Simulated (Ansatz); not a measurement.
`[NH2][Ga]([F])[Cl]` + `C[SiH3]` → `C[SiH2][Ga]([F])[Cl]` + NH₃ at 298.15 K and 1 bar (formal exchange of groups at a Ga–N bond).

Calculated with Ansatz (gas phase, PBE0-D4/def2-TZVP geometries, no zero-point term in ΔE). CCSD(T)/CBS adds triple-zeta CCSD(T) − MP2 to the extrapolated MP2 energy (def2 sets, frozen cores). This one scheme is used for every species. For Ga outer-core shells are correlated without core-valence functions, which leaves a few kJ/mol of doubt a bond. Scalar relativity is left out up to krypton. One conformer a species, not always the lowest.

```json
{"species": "`[NH2][Ga]([F])[Cl]`", "CCSD(T)/CBS energy (Eh)": "-2539.54166", "H − E (kJ/mol)": "94.1", "S (J/(mol·K))": "335.8"}
{"species": "`C[SiH3]`", "CCSD(T)/CBS energy (Eh)": "-330.73916", "H − E (kJ/mol)": "173.3", "S (J/(mol·K))": "255.5"}
{"species": "`C[SiH2][Ga]([F])[Cl]`", "CCSD(T)/CBS energy (Eh)": "-2813.76964", "H − E (kJ/mol)": "176.1", "S (J/(mol·K))": "408.1"}
{"species": "NH₃", "CCSD(T)/CBS energy (Eh)": "-56.50880", "H − E (kJ/mol)": "100.5", "S (J/(mol·K))": "192.4"}
```

H − E and S are ideal-gas, rigid-rotor, harmonic terms from PBE0-D4/def2-TZVP, for one conformer and one mirror image of each species. 1 Eh = 2625.50 kJ/mol, R = 8.31446 J/(mol·K).

Question: By hand: ΔE, ΔH, ΔS and ΔG.

Answer: ΔE = (-2813.76964) + (-56.50880) − (-2539.54166) − (-330.73916) = 0.00238 Eh = 6.2 kJ/mol. Δ(H − E) = 176.1 + 100.5 − 94.1 − 173.3 = 9.2, so ΔH = 15.4 kJ/mol. ΔS = 408.1 + 192.4 − 335.8 − 255.5 = 9.2 J/(mol·K). ΔG = 15.4 − 298.15 × (9.2)/1000 = 12.7 kJ/mol.

Question: By hand: the equilibrium constant, and the temperature at which ΔG would vanish if ΔH and ΔS stayed fixed.

Answer: log₁₀ K = −ΔG/(RT ln 10) = -2.2. ΔG = 0 at ΔH/ΔS = 1674 K, though so small a ΔS makes that figure unsure.

The number of gas molecules stays the same, so ΔS is small and ΔH decides. A doubt of 5 kJ/mol in ΔE shifts log₁₀ K by 0.9 here. Other conformers and mirror images would add mixing entropy, several J/(mol·K) or more a flexible species. Modes under 60 cm⁻¹, often nearly free rotors, make the harmonic entropy too high. These are equilibria of isolated gas molecules and say nothing of rates. Largest T1 diagnostic: 0.013 (customary marks: 0.02 for closed shells, 0.045 for open ones).
